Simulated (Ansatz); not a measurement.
`[SeH][SiH2][SeH]` + H₂ → H₂Se + `[SiH3][SeH]` at 500 K and 1 bar (hydrogenolysis of the Se–Si bond).

Isolated molecules relaxed with PBE0-D4/def2-TZVP in Ansatz; ΔE leaves out vibrations. CCSD(T)/CBS is the MP2 limit (def2-TZVPP, def2-QZVPP) plus CCSD(T) − MP2 in def2-TZVPP, frozen cores. This one scheme is used for every species. For Se outer-core shells are correlated without core-valence functions, which leaves a few kJ/mol of doubt a bond. Scalar relativity is left out up to krypton. Each species was taken in one conformer, which may not be the lowest.

```
           species  CCSD(T)/CBS energy (Eh)  H − E (kJ/mol)  S (J/(mol·K))
`[SeH][SiH2][SeH]`              -5092.94208           127.9          388.9
                H₂                 -1.17544            41.0          145.5
              H₂Se              -2401.89790            53.1          237.8
     `[SiH3][SeH]`              -2692.20088           115.2          325.5
```

H − E and S are ideal-gas, rigid-rotor, harmonic terms from PBE0-D4/def2-TZVP, for one conformer and one mirror image of each species. The MP2-based limit puts H₂ 0.8 mEh under its directly extrapolated value; such offsets cancel only in part. 1 Eh = 2625.50 kJ/mol, R = 8.31446 J/(mol·K).

Problem. By hand: ΔE, ΔH, ΔS and ΔG.

Solution. ΔE = (-2401.89790) + (-2692.20088) − (-5092.94208) − (-1.17544) = 0.01874 Eh = 49.2 kJ/mol. Δ(H − E) = 53.1 + 115.2 − 127.9 − 41.0 = -0.6, so ΔH = 48.6 kJ/mol. ΔS = 237.8 + 325.5 − 388.9 − 145.5 = 28.9 J/(mol·K). ΔG = 48.6 − 500 × (28.9)/1000 = 34.2 kJ/mol.

Problem. By hand: the equilibrium constant, and the temperature at which ΔG would vanish if ΔH and ΔS stayed fixed.

Solution. log₁₀ K = −ΔG/(RT ln 10) = -3.6. ΔG = 0 at ΔH/ΔS = 1682 K.

ΔH outweighs TΔS. A doubt of 5 kJ/mol in ΔE shifts log₁₀ K by 0.5 here. Other conformers and mirror images would add mixing entropy, several J/(mol·K) or more a flexible species. These are equilibria of isolated gas molecules and say nothing of rates. Largest T1 diagnostic: 0.009 (customary marks: 0.02 for closed shells, 0.045 for open ones).
